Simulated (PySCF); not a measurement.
Cl₄Ge (SMILES [Cl][Ge]([Cl])([Cl])[Cl]), singlet, at a GFN2-xTB geometry, with bond 5-2 at 2.4 times its length; CASSCF(4,3)/STO-3G run with PySCF.

The PySCF input:
```python
from pyscf import gto, scf, mcscf
import numpy

mol = gto.Mole()
mol.atom = '''
    Cl   -0.92984300   -1.51698526   -1.16631341
    Ge    0.00000000    0.00000000    0.00000000
    Cl    2.08165088   -0.40743266    0.16391300
    Cl   -0.28124887    1.88846878   -0.93846895
    Cl   -2.08934165    0.08627794    4.65808649
'''
mol.basis = 'sto-3g'
mol.verbose = 4
mol.build()

mf = scf.RHF(mol)
mf.kernel()
mc = mcscf.CASSCF(mf, 3, 4)
mc.fix_spin_(ss=0.0)
mc.kernel()
occ = numpy.linalg.eigvalsh(mc.fcisolver.make_rdm1(mc.ci, mc.ncas, mc.nelecas))[::-1]
ss = mc.fcisolver.spin_square(mc.ci, mc.ncas, mc.nelecas)[0]
print('natural occupations', occ.round(4), ' <S^2>', round(ss, 4))
```

**Question.** Write the output that PySCF gives for this input, abridged.

**Answer.** 
```
PySCF version 2.14.0

[INPUT] verbose = 4
[INPUT] num. atoms = 5
[INPUT] num. electrons = 100
[INPUT] charge = 0
[INPUT] spin (= nelec alpha-beta = 2S) = 0
[INPUT] symmetry False subgroup None
[INPUT] Mole.unit = angstrom
[INPUT] Symbol           X                Y                Z      unit          X                Y                Z       unit  Magmom
[...]
nuclear repulsion = 668.961218340835
number of shells = 28
number of NR pGTOs = 162
number of NR cGTOs = 54
basis = sto-3g
ecp = {}

******** <class 'pyscf.scf.hf.RHF'> ********
method = RHF
initial guess = minao
damping factor = 0
level_shift factor = 0
DIIS = <class 'pyscf.scf.diis.CDIIS'>
diis_start_cycle = 1
diis_space = 8
diis_damp = 0
SCF conv_tol = 1e-09
SCF conv_tol_grad = None
SCF max_cycles = 50
direct_scf = True
direct_scf_tol = 1e-13
Set gradient conv threshold to 3.16228e-05
Initial guess from minao.
init E= -3866.11233386486
[...]
cycle= 1 E= -3869.89265664418  delta_E= -3.78  |g|= 0.289  |ddm|= 2.87

WARN: HOMO -0.0598484349235239 == LUMO -0.0598484349230092

cycle= 2 E= -3869.66072975241  delta_E= 0.232  |g|= 0.289  |ddm|= 3.72
[...]
cycle= 3 E= -3869.91360792501  delta_E= -0.253  |g|= 0.148  |ddm|=  3.7
[...]
cycle= 4 E= -3869.92175961619  delta_E= -0.00815  |g|= 0.0907  |ddm|= 0.152
[...]
cycle= 5 E= -3869.67345456339  delta_E= 0.248  |g|= 0.24  |ddm|= 3.71
[...]
cycle= 6 E= -3869.67695224607  delta_E= -0.0035  |g|= 0.226  |ddm|= 0.0417
[...]
cycle= 7 E= -3869.68238687951  delta_E= -0.00543  |g|= 0.203  |ddm|= 0.0645
[...]
cycle= 8 E= -3869.92245040342  delta_E= -0.24  |g|= 0.0853  |ddm|= 3.73
[...]
cycle= 9 E= -3869.91875003061  delta_E= 0.0037  |g|= 0.117  |ddm|= 0.0826
[...]
cycle= 10 E= -3869.92327215812  delta_E= -0.00452  |g|= 0.0783  |ddm|= 0.11
[...]
cycle= 11 E= -3869.66958632383  delta_E= 0.254  |g|= 0.254  |ddm|= 3.71
[...]
cycle= 12 E= -3869.66319209539  delta_E= 0.00639  |g|= 0.276  |ddm|= 3.21
[...]
cycle= 13 E= -3869.66031781648  delta_E= 0.00287  |g|= 0.297  |ddm|= 3.21
[...]
cycle= 14 E= -3869.66294282884  delta_E= -0.00263  |g|= 0.289  |ddm|= 0.022
[...]
cycle= 15 E= -3869.67360007047  delta_E= -0.0107  |g|= 0.254  |ddm|= 0.114
[...]
cycle= 16 E= -3869.68039777149  delta_E= -0.0068  |g|= 0.246  |ddm|= 0.483
[...]
cycle= 17 E= -3869.681549778  delta_E= -0.00115  |g|= 0.248  |ddm|= 0.558
[...]
cycle= 18 E= -3869.92187946661  delta_E= -0.24  |g|= 0.0957  |ddm|=  3.7
[...]
cycle= 19 E= -3869.91948280808  delta_E= 0.0024  |g|= 0.116  |ddm|= 0.052
[...]
[...]
[...]
cycle= 50 E= -3870.00548974571  delta_E= -0.000362  |g|= 0.00333  |ddm|= 0.202
SCF not converged.
SCF energy = -3870.00548974571

******** <class 'pyscf.mcscf.mc1step.CASSCF'> ********
CAS (2e+2e, 3o), ncore = 48, nvir = 3
max_cycle_macro = 50
max_cycle_micro = 4
conv_tol = 1e-07
conv_tol_grad = None
orbital rotation max_stepsize = 0.02
orbital rotation threshold for CI restart = 0.01
augmented hessian ah_max_cycle = 30
augmented hessian ah_conv_tol = 1e-12
augmented hessian ah_linear dependence = 1e-14
augmented hessian ah_level shift = 1e-08
augmented hessian ah_start_tol = 2.5
augmented hessian ah_start_cycle = 3
augmented hessian ah_grad_trust_region = 3
kf_trust_region = 3
kf_interval = 4
ci_response_space = 4
ci_grad_trust_region = 3
with_dep4 0
natorb = False
canonicalization = True
sorting_mo_energy = False
ao2mo_level = 2
internal_rotation = False
******** <class 'pyscf.fci.addons.SpinPenaltyFCISolver'> ********
max. cycles = 50
conv_tol = 1e-08
davidson only = True
linear dependence = 1e-12
level shift = 0.001
max iter space = 12
nroots = 1
pspace_size = 400
spin = None
CASCI E = -3870.16438266443  S^2 = 0.0000000
Set conv_tol_grad to 0.000316228
macro iter   1 ( 17 JK    4 micro), CASSCF E = -3870.17171085640  dE = -7.32819197e-03  S^2 = 0.0000000
               |grad[o]|=0.0671  |grad[c]|=0.007  |ddm|=0.000582  |maxRot[o]|=0.117
macro iter   2 ( 17 JK    4 micro), CASSCF E = -3870.17171247637  dE = -1.61996604e-06  S^2 = 0.0000000
               |grad[o]|=0.00214  |grad[c]|=0.0051  |ddm|=0.00835  |maxRot[o]|=0.211
macro iter   3 (  6 JK    2 micro), CASSCF E = -3870.17171263826  dE = -1.61893695e-07  S^2 = 0.0000000
               |grad[o]|=0.000676  |grad[c]|=0.000182  |ddm|=0.00106  |maxRot[o]|= 0.04
macro iter   4 ( 10 JK    3 micro), CASSCF E = -3870.17171271238  dE = -7.41233634e-08  S^2 = 0.0000000
               |grad[o]|=0.000361  |grad[c]|=2.91e-05  |ddm|=0.00279  |maxRot[o]|=0.00781
macro iter   5 (  1 JK    1 micro), CASSCF E = -3870.17171271240  dE = -2.09183781e-11  S^2 = 0.0000000
               |grad[o]|=1.66e-05  |grad[c]|=1.72e-06  |ddm|=1.13e-05  |maxRot[o]|=    0
1-step CASSCF converged in   5 macro ( 51 JK  14 micro) steps
CASSCF canonicalization
Density matrix diagonal elements [1.01365342 1.65629633 1.33005025]
CASSCF energy = -3870.17171271240
CASCI E = -3870.17171271240  E(CI) = -3.64962299772242  S^2 = 0.0000000
natural occupations [2. 1. 1.]  <S^2> 0.0
```

Convergence was not reached.
